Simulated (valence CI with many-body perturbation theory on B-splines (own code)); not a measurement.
**Hyperfine factors and g values of Lu XXXVIII**

Computed by valence CI with perturbative core correlation (CI+MBPT): six valence electrons over a frozen Dirac-Fock core [Ar] 3d10, radial functions for each j: 9 s, 9 p, 8 d, 6 f, 3 g, 1 h, with the one-electron correlation potential Σ1 (screened to all orders), the two-electron term Σ2, the three-electron term Σ3, Breit, model QED; selected single and double excitations, second order for the rest, scaled by the run's own slope (own B-spline code, finite nucleus).

No measured spectrum was set against this ion. As an estimate, large intervals hold to a few tenths of a per cent, small ones and those within an open d or f shell to about a per cent. Among the levels kept, up to 630 cm⁻¹ of a level comes from second order outside the variational space, and about a tenth of that is noise between levels of different J, which matters for small intervals.

A/g_I is the dipole constant over the nuclear g factor μ/I (μ in nuclear magnetons, uniformly magnetised nucleus), B/Q the quadrupole constant per barn. Both hold the static response of the core; the bare values leave it out. Large factors of s and p1/2 electrons are usually good to 5 to 10 %; those of open d and f shells near neutrality can be off by tens of per cent, and small factors of p3/2, d and f electrons come from cancelling terms and can be off by a factor of two or in sign, in half-filled shells by more. B is blank for J = 1/2, where it vanishes, and for nearly pure S terms. Energies count from the lowest level. Levels with J = 0 are left out.

Levels are named by their leading jj configuration (3d3/2^4 stands for four electrons in 3d with j = 3/2), which in mixed levels can hold well under half, so a name can repeat and another be missing. Letters in brackets count levels of one name in rising energy.

| Level | E (cm⁻¹) | g | A/g_I (MHz) | A/g_I bare | B/Q (MHz/b) | B/Q bare |
| --- | --- | --- | --- | --- | --- | --- |
| (4s^2 4p1/2^2 4p3/2^2) J=2 | 0 | 1.348 | 46300 | 44500 | 12000 | 11600 |
| (4s^2 4p1/2 4p3/2^3) J=1 | 590370 | 1.497 | -37300 | -36600 | -46300 | -44800 |
| (4s^2 4p1/2 4p3/2^3) J=2 | 624660 | 1.145 | 132000 | 127000 | -105000 | -101000 |
| (4s^2 4p1/2^2 4p3/2 4d3/2) J=2 | 1148900 | 1.068 | 40000 | 38900 | -1390 | -1320 |
| (4s^2 4p1/2^2 4p3/2 4d3/2) J=1 | 1165600 | 1.156 | 17800 | 17500 | -36100 | -34900 |
| (4s^2 4p1/2^2 4p3/2 4d3/2) J=3 | 1177900 | 1.133 | 32900 | 32100 | 84700 | 82000 |
| (4s^2 4p1/2^2 4p3/2 4d5/2) J=2 | 1260300 | 1.345 | 142000 | 137000 | -73000 | -70500 |
| (4s^2 4p1/2^2 4p3/2 4d5/2) J=4 | 1291200 | 1.273 | 22000 | 21500 | 91600 | 88700 |
| (4s^2 4p1/2^2 4p3/2 4d5/2) J=3 | 1390400 | 1.170 | 20800 | 20400 | 14200 | 14000 |
| (4s^2 4p1/2^2 4p3/2 4d5/2) J=1 | 1395200 | 1.200 | -80300 | -76800 | -5630 | -5410 |
| (4s 4p1/2^2 4p3/2^3) J=2 | 1404100 | 1.384 | 181000 | 175000 | -76300 | -73700 |
| (4s 4p1/2^2 4p3/2^3) J=1 | 1476200 | 1.021 | -125000 | -121000 | -9550 | -9140 |
| (4s^2 4p1/2 4p3/2^2 4d3/2) J=1 [a] | 1707000 | 0.984 | 83600 | 80900 | -15500 | -15000 |
| (4s^2 4p1/2 4p3/2^2 4d3/2) J=2 [a] | 1709300 | 1.032 | 74100 | 71800 | -52700 | -51000 |
| (4s^2 4p1/2 4p3/2^2 4d3/2) J=3 [a] | 1736400 | 1.100 | 74400 | 72200 | -10400 | -9940 |
| (4s^2 4p1/2 4p3/2^2 4d3/2) J=4 | 1770200 | 1.063 | 79800 | 77300 | 13900 | 13700 |
| (4s^2 4p1/2 4p3/2^2 4d3/2) J=2 [b] | 1809900 | 0.841 | 102000 | 99600 | 50100 | 48600 |
| (4s^2 4p1/2 4p3/2^2 4d5/2) J=3 [a] | 1834700 | 1.346 | -17700 | -16900 | 19600 | 19000 |
| (4s^2 4p1/2 4p3/2^2 4d5/2) J=4 [a] | 1841700 | 1.292 | -6210 | -5810 | 43500 | 42300 |
| (4s^2 4p1/2 4p3/2^2 4d5/2) J=1 [a] | 1855500 | 0.970 | 298000 | 289000 | -1770 | -1690 |
| (4s^2 4p1/2 4p3/2^2 4d3/2) J=2 [c] | 1883200 | 1.289 | 58200 | 56300 | 6490 | 6110 |
| (4s^2 4p1/2 4p3/2^2 4d5/2) J=4 [b] | 1884000 | 1.177 | 66700 | 64600 | -2230 | -2000 |
| (4s^2 4p1/2 4p3/2^2 4d3/2) J=1 [b] | 1884900 | 1.551 | 106000 | 101000 | 7510 | 7280 |
| (4s^2 4p1/2 4p3/2^2 4d3/2) J=3 [b] | 1886900 | 1.166 | 11800 | 11500 | 7480 | 7410 |
| (4s^2 4p1/2 4p3/2^2 4d5/2) J=5 | 1896900 | 1.196 | 61800 | 59900 | 19300 | 19000 |
| (4s^2 4p1/2 4p3/2^2 4d3/2) J=1 [c] | 1946200 | 0.983 | -67000 | -64100 | -4180 | -3910 |
| (4s^2 4p1/2 4p3/2^2 4d5/2) J=2 [a] | 1955500 | 1.270 | -46600 | -44600 | 81400 | 78700 |
| (4s^2 4p1/2 4p3/2^2 4d5/2) J=3 [b] | 1980900 | 1.127 | 73200 | 71200 | 92000 | 89100 |
| (4s^2 4p1/2 4p3/2^2 4d5/2) J=2 [b] | 2007200 | 1.069 | 70900 | 69100 | 12500 | 12100 |
| (4s^2 4p1/2 4p3/2^2 4d5/2) J=1 [b] | 2020100 | 1.112 | -18700 | -17500 | 8640 | 8370 |
| (4s^2 4p1/2 4p3/2^2 4d5/2) J=3 [c] | 2040700 | 1.062 | 78800 | 76400 | -65700 | -63300 |
| (4s^2 4p1/2 4p3/2^2 4d5/2) J=2 [c] | 2066800 | 1.216 | 1960 | 2060 | -73100 | -70600 |
| (4s 4p1/2 4p3/2^4) J=1 | 2105600 | 1.336 | 511000 | 494000 | -21200 | -20500 |

Task: Take the isotope of mass number 175, with I = 7/2, μ = 2.2257 μN and Q = 3.49 b. What is the hyperfine structure of (4s^2 4p1/2 4p3/2^3) J=2?

Result: From the table A = 84000 MHz, B = -366000 MHz. Shifts from the centre of gravity in MHz: F = 3/2: -952000, F = 5/2: -579000, F = 7/2: -147000, F = 9/2: 250000, F = 11/2: 496000.
